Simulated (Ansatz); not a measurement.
Q: Predict a relaxed structure of (HGaSe)4 cubane (Ga₄H₄Se₄), charge 0, singlet, at PBE-D4/def2-SVP (Ansatz).

A: 
```xyz
12

Ga    1.2444    1.2562   -0.8960
H     2.2284    2.2499   -1.6052
Se    2.0256    0.0377    1.1484
Ga   -0.3092    0.5940    1.8658
H    -0.5537    1.0634    3.3417
Se   -0.9267    2.1365   -0.0089
Ga   -1.7241   -0.0317   -0.9777
H    -3.0877   -0.0563   -1.7513
Se    0.3633   -0.6984   -2.1918
Ga    0.7889   -1.8185    0.0080
H     1.4130   -3.2569    0.0148
Se   -1.4623   -1.4759    1.0522
```
Point group Td (tolerance 0.1 Å). This is one stationary point.
